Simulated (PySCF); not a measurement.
**Electron correlation in Be (beryllium, neutral)**

[He] 2p2, high-spin 3P determinant (an excited configuration). Computed with PySCF 2.14 in def2-QZVPPD, with no relativity, point nucleus. Frozen: nothing; 4 electrons correlated.

```csv
level,correlation energy (mhartree)
CCSD,-46.45
(T),-0.05
CCSD(T),-46.50
CCSDT,-46.51
```

Diagnostics: T1 = 0.0026, D1 = 0.0051, largest double amplitude 0.062.

Q: Is a single reference adequate?

A: Yes: T1 lies below 0.03 and no double amplitude reaches 0.07.

This basis was not built for core-valence correlation, so the inner-shell part is incomplete.
